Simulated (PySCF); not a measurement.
def2 core potentials replace the inner electrons of Sn.

Delta-SCF ions had no search for a lower state. Excitations are Tamm–Dancoff values on a coarser integration grid. The basis has no diffuse functions, so Rydberg states are missing or too high.

C₇H₁₈O₃Sn, SMILES `C[O][Sn]([O]C)([O]C)[C](C)(C)C` (charge 0, multiplicity 1)

Computed with PBE0-D3(BJ)/def2-SVP run with PySCF 2.14.0.

The HOMO is -7.18 eV. The dipole moment is 1.50 D and the LUMO is -0.58 eV. The HOMO–LUMO gap comes out as 6.61 eV, the S1 excitation (TDA) is 5.34 eV and the S1 oscillator strength is 0.006. The brightest of the four lowest singlets (TDA) comes out as 5.38 eV, the T1 excitation (TDA) comes out as 4.67 eV and the S1–T1 gap (TDA) is 0.66 eV. The vertical ionisation energy (Delta-SCF) is 8.74 eV, the total energy is -19500.33 eV and the cost is very roughly 7 core-minutes.

```xyz
29

C     -2.1195     2.2465    -1.1325
O     -0.8432     1.6721    -1.2155
Sn    -0.3061     0.1368    -0.0904
O     -0.9824    -1.5544    -0.8887
C     -2.2351    -1.6116    -1.5092
O     -1.3837     0.4084     1.5598
C     -1.7915    -0.6725     2.3499
C      1.8446     0.0255     0.0884
C      2.3282     1.3322     0.7085
C      2.3931    -0.1581    -1.3239
C      2.1791    -1.1726     0.9718
H     -2.8512     1.7261    -1.7806
H     -2.0613     3.2938    -1.4762
H     -2.5262     2.2507    -0.1051
H     -2.3221    -0.9157    -2.3658
H     -3.0712    -1.3909    -0.8163
H     -2.3935    -2.6326    -1.8972
H     -2.0769    -1.5635     1.7588
H     -1.0078    -0.9899     3.0661
H     -2.6724    -0.3709     2.9429
H      2.0549     2.2032     0.0933
H      1.9184     1.4859     1.7190
H      3.4299     1.3146     0.7952
H      3.4955    -0.2285    -1.2849
H      2.1368     0.6903    -1.9774
H      2.0151    -1.0793    -1.7935
H      1.7980    -2.1153     0.5497
H      3.2765    -1.2679     1.0633
H      1.7741    -1.0623     1.9902
```
